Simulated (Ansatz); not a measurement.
Basis-set series for `F[SiH](F)Cl`. Charge 0, multiplicity 1. The structure was optimised at the PBE0-D4/def2-TZVP level.

```tsv
functional	basis	functions	energy (Eh)	HOMO (eV)	LUMO (eV)
PBE0-D4	def2-SVP	69	-949.29299	-9.87	1.25
PBE0-D4	def2-QZVPP	284	-949.85862	-10.04	0.35
ωB97M-V	def2-SVP	69	-949.66690	-12.10	3.29
ωB97M-V	def2-QZVPP	284	-950.23272	-12.33	1.86
```

(1) Give the rows for def2-TZVPP. (Estimate.)

Results:

(1) Ansatz gave: 
| functional | basis | functions | energy (Eh) | HOMO (eV) | LUMO (eV) |
| --- | --- | --- | --- | --- | --- |
| PBE0-D4 | def2-TZVPP | 160 | -949.82328 | -10.01 | 0.59 |
| ωB97M-V | def2-TZVPP | 160 | -950.19958 | -12.29 | 2.40 |

Positive LUMOs are unbound and depend on the basis.
